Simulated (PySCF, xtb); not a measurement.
CH₃ClMoO₃, SMILES C[O][Mo](=[O])(=[O])[Cl], multiplicity 1. Other conformers were not sampled.

Harmonic wavenumbers (cm⁻¹) from GFN2-xTB in xtb 6.7.1 at its own minimum, in rising order: 48, 81, 89, 180, 182, 256, 267, 288, 342, 483, 901, 958, 1126, 1130, 1164, 1392, 1437, 1440, 2903, 2907, 2922.

What does PBE-D3(BJ)/def2-SVP run with PySCF 2.14.0 give at its own minimum? (The exact figures need the calculation; the answer reports its results.)

41, 76, 96, 168, 182, 251, 268, 334, 424, 599, 988, 1001, 1108, 1117, 1137, 1402, 1407, 1413, 2948, 3048, 3053. Paired by order, the mean absolute difference is 41 cm⁻¹ and the zero-point energies are 29.3 and 30.1 kcal/mol.
